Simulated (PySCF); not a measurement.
GeH₄, SMILES [GeH4]. Atoms are numbered in the order given.

```xyz
5

Ge     0.0000     0.0000     0.0000
H      0.8845    -0.8845    -0.8845
H     -0.8845    -0.8845     0.8845
H     -0.8845     0.8845    -0.8845
H      0.8845     0.8845     0.8845
```
Charge 0, spin multiplicity 1.

The structure is a stationary point at ωB97X-D3(BJ)/def2-TZVPD. The isomer is the one that the SMILES or the coordinates give; other isomers of the formula were not compared.

The numbers are results of HF/def2-TZVPD in PySCF, not measurements.

Mulliken values depend strongly on the basis, most of all with diffuse functions as here. ESP charges are fitted to the potential on shells at 1.4 to 2.0 van der Waals radii. Atomic charges (e):

| atom | ESP fit | Mulliken |
|---|---|---|
| Ge1 | ? | -0.05 |
| H2 | ? | 0.01 |
| H3 | ? | 0.01 |
| H4 | ? | 0.01 |
| H5 | ? | 0.01 |

Task: Fill in the missing entries. (The exact figures need the calculation; the answer reports its results.)

Result: 
- Ge1, ESP fit: 0.27
- H2, ESP fit: -0.07
- H3, ESP fit: -0.07
- H4, ESP fit: -0.07
- H5, ESP fit: -0.07
